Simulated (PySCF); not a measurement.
Where the electron goes

Compound: C₅H₆FNSi.
Structure used (GFN2-xTB), in Å, numbered top down from 1:
```
atom  x, y, z in Å
N1    -0.6701    3.3851   -0.1286
C2    -0.7286    2.2387   -0.0999
C3    -0.7796    0.8466   -0.0374
C4    -1.5809   -0.1135   -0.5197
F5    -2.6591   -0.1117   -1.3018
C6    -0.8468   -1.2565    0.0886
C7     0.1223   -0.1707    0.6388
Si8    1.9067   -0.2217   -0.0348
H9    -0.4130   -1.9625   -0.6191
H10   -1.3990   -1.8097    0.8473
H11    0.1011   -0.0906    1.7265
H12    2.5488   -1.3956    0.5561
H13    2.5735    1.0172    0.3505
H14    1.8241   -0.3555   -1.4887
```

The calculation used PySCF 2.14.0, density-fitted response routines, TDDFT CAM-B3LYP/def2-SVPD, vertical, gas phase, core orbitals frozen in the response.

Kohn–Sham orbitals with the atoms that hold most of them (Löwdin shares over 4%, at most four atoms; ? is withheld):

| orbital | ε (eV) | atoms |
| --- | --- | --- |
| HOMO-3 | -11.54 | Si8 33%, H14 22%, H13 19%, C7 9% |
| HOMO-2 | -11.20 | N1 20%, C7 16%, C2 15%, Si8 14% |
| HOMO-1 | -10.90 | ? |
| HOMO | -8.97 | ? |
| LUMO | ? | C4 27%, C3 20%, N1 18%, C2 15% |
| LUMO+1 | 0.77 | Si8 26%, C6 11%, C7 7%, C4 7% |
| LUMO+2 | 1.13 | C4 15%, Si8 15%, N1 11%, C2 10% |

(1) Give the leading atoms of the HOMO.

(2) Give the leading atoms of the HOMO-1.

(3) What is the LUMO energy, and the HOMO–LUMO gap?

## Answers

(1) C3 (bonded to 3 C) 24%; C4 (bonded to 2 C and F) 22%; N1 (bonded to C) 13%; F5 (bonded to C) 9%. By element: carbon 46% or more, nitrogen 13%, fluorine 9%.

(2) C7 (bonded to 2 C, Si and H) 22%; N1 (bonded to C) 21%; C2 (bonded to C and N) 15%; Si8 (bonded to C and 3 H) 14%. By element: carbon 36% or more, nitrogen 21%, silicon 14%.

(3) ε(LUMO) = -0.34 eV; the gap is 8.64 eV (0.3174 hartree).

Question: How does S1 compare with the orbital gap of 8.64 eV?

Answer: S1 is at 5.89 eV (f = 0.239), 2.75 eV below the gap, made of HOMO→LUMO (93%). 

Question: One configuration dominates each of S1 and S4. Which, and how do the shares of the two leading atoms of either orbital change from the occupied to the empty one?

Answer: 
- S1 (5.89 eV, f 0.239), HOMO→LUMO (93%): C3 24% → 20%, C4 22% → 27%
- S4 (6.91 eV, f 0.0021), HOMO→LUMO+1 (71%): C3 24% → at most 8%, C4 22% → 7%, Si8 at most 10% → 26%, C6 at most 10% → 11%

Löwdin shares depend on the basis, the more so with diffuse functions.
